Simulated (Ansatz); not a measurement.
Cost and result for the atomization energy of C₂H₉InO (`C[O+](C)[InH3-]`) (13 atoms, 12 bonds).

```tsv
atom	x (Å)	y (Å)	z (Å)
C1	0.933	0.933	0.729
O2	-0.225	0.202	0.373
C3	-0.315	-1.040	1.046
In4	-0.744	0.157	-1.959
H5	0.903	1.875	0.182
H6	0.933	1.134	1.805
H7	1.840	0.381	0.460
H8	-0.340	-0.879	2.128
H9	0.536	-1.683	0.792
H10	-1.240	-1.517	0.726
H11	-0.680	1.876	-2.156
H12	-2.259	-0.656	-1.755
H13	0.657	-0.782	-2.372
```

Total charge 0; spin multiplicity 1. Correlated methods include outer-core shells of In, which these sets cover unevenly. In: def2 effective core potential. All single points use the PBE0-D4/def2-TZVP geometry. Program: Ansatz. All runs use 4 threads of a server CPU on a shared host. Times are those of one run each, without the atoms' runs, and a repeat can differ threefold. Electronic energies, without spin–orbit coupling; frozen cores. CCSD(T)/CBS adds CCSD(T) − MP2 in def2-TZVPP to the MP2 limit, and its time is that of the two runs behind it. T1 = 0.012. With those shells the extrapolation isn't a true limit. HSE06 is the plane-wave form, built on full-range PBE exchange.

CCSD(T)/CBS is a level of theory with its own doubt, some kJ/mol a heavy atom from the limit and from the frozen cores, so smaller differences don't rank the functionals.

| level | functions | wall time |
| --- | --- | --- |
| LDA (SPW92)/def2-TZVPP | 269 | 1.2 s |
| BLYP-D4/def2-TZVPP | 269 | 2 s |
| PBE-D4/def2-TZVPP (with forces) | 269 | 2.4 s |
| PBE0-D4/def2-TZVPP | 269 | 2.5 s |
| BHLYP-D4/def2-TZVPP | 269 | 2.8 s |
| HSE06-D4/def2-TZVPP | 269 | 3.2 s |
| B2PLYP/def2-TZVPP | 269 | 5.5 s |
| PBE-QIDH/def2-TZVPP | 269 | 5.5 s |
| CCSD(T)/def2-SVP | 113 | 6 s |
| ωB97M-V/def2-TZVPP (with forces) | 269 | 9.5 s |
| MP2/def2-QZVPP | 523 | 20 s |
| CCSD(T)/def2-TZVPP | 269 | 2.7 min |
| CCSD(T)/CBS(def2) | – | 3 min |

Q: What atomization energy does each give, and how far from CCSD(T)/CBS? (Estimate.)

A: Ansatz gave: 
```tsv
level	atomization (kcal/mol)	difference from CCSD(T)/CBS	per bond
LDA (SPW92)/def2-TZVPP	1123.5	131.4	11.0
BLYP-D4/def2-TZVPP	980.2	-11.9	-1.0
PBE-D4/def2-TZVPP (with forces)	993.7	1.6	0.1
PBE0-D4/def2-TZVPP	982.2	-9.9	-0.8
BHLYP-D4/def2-TZVPP	965.1	-27.0	-2.3
HSE06-D4/def2-TZVPP	982.5	-9.6	-0.8
B2PLYP/def2-TZVPP	974.7	-17.4	-1.4
PBE-QIDH/def2-TZVPP	977.2	-14.9	-1.2
CCSD(T)/def2-SVP	945.1	-47.0	-3.9
ωB97M-V/def2-TZVPP (with forces)	992.1	0.0	0.0
MP2/def2-QZVPP	980.7	-11.4	-0.9
CCSD(T)/def2-TZVPP	970.4	-21.7	-1.8
CCSD(T)/CBS(def2)	992.1	0.0	0.0
```

From r2SCAN to r2SCAN0 (25 % exact exchange), in def2-TZVPP and without D4, the atomization energy moves by −11.2 kcal/mol: exact exchange takes away binding that semilocal exchange gives to molecules. Leaving LDA and LC-ωPBE aside and taking each functional with its dispersion term where it has one, the values, not all of them listed here, spread over 29.9 kcal/mol, from BHLYP-D4 to CAM-B3LYP-D4. LDA lies +135.4 kcal/mol from PBE without D4, its usual overbinding. The D4 term adds +8.9 kcal/mol with B3LYP and +4.7 kcal/mol with PBE0; it sums over pairs of atoms, weighted by their polarisabilities, and B3LYP, whose exchange is more repulsive, gets the larger term.

B3LYP here is the variant with VWN-RPA as its local correlation; programs differ in this.

Spin–orbit coupling would lower the free In atoms strongly, and the atomization energy with them, by more than many differences here.
